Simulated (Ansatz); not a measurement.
Abridged output of a molecular run in Ansatz:

```
Functional definition: HF
1105 factors; integrals over basis functions are off by at most 1.2e-3 eV
mean field evaluation 1: about -24169.8441 eV, gradient 4.0e1 eV
mean field evaluation 2: about -24170.0136 eV, gradient 4.0e1 eV
mean field evaluation 4: about -24173.3953 eV, gradient 3.4e0 eV
mean field evaluation 8: about -24173.4462 eV, gradient 9.8e-2 eV
mean field -24173.44624370 eV, -888.3577641057 hartree, gradient 2.6e-6 eV, S^2 0.000000; 0 other end points of the search recorded, 0 dependent functions left out
12 core orbitals not correlated: weight in the atoms' cores, before any rotation towards them, 1.000 or more for the frozen orbitals, at most 0.000 for the correlated occupied ones
reference -24173.44624370 eV, -888.3577641057 hartree; 21, 21 occupied and 73, 73 virtual orbitals, 1105 factors
second order -20.74237112 eV of doubles, -0.00000000 eV of singles
cycle   1  -21.22940511 eV  change   -4.9e-1 eV  update   1.1e-1
cycle   2  -21.79459513 eV  change   -5.7e-1 eV  update   3.5e-2
cycle   3  -21.93988069 eV  change   -1.5e-1 eV  update   1.9e-2
cycle   4  -21.93067797 eV  change    9.2e-3 eV  update   4.7e-3
cycle   5  -21.92950437 eV  change    1.2e-3 eV  update   2.2e-3
cycle   6  -21.93008608 eV  change   -5.8e-4 eV  update   6.7e-4
cycle   7  -21.92964219 eV  change    4.4e-4 eV  update   2.5e-4
cycle   8  -21.92955801 eV  change    8.4e-5 eV  update   8.4e-5
cycle   9  -21.92960357 eV  change   -4.6e-5 eV  update   3.5e-5
cycle  10  -21.92960748 eV  change   -3.9e-6 eV  update   1.4e-5
perturbative correction -0.59448138 eV, -0.0218467879 hartree
Total energy: -24195.97033257 eV, -889.1855091041 hartree
```

Its atoms:

```xyz
9

O     1.238    1.011   -0.301
C     0.131    0.377   -0.829
Cl    0.340    0.121   -2.609
O    -0.116   -0.840   -0.279
Sb   -0.182   -0.891    1.724
H     2.016    0.483   -0.519
H    -0.702    1.078   -0.728
H    -1.137    0.530    1.860
H    -1.588   -1.869    1.680
```

(1) Which basis set was used?
A. def2-SVPD
B. def2-TZVPPD
C. def2-SVP
D. def2-QZVPP

(2) Write the keys of the input that set method, charge and spin (a neutral closed shell needs none for the last two).

## Answers

(1) C. It gives 106 functions.

(2) 
```yaml
correlation: {method: ccsd_t}
```
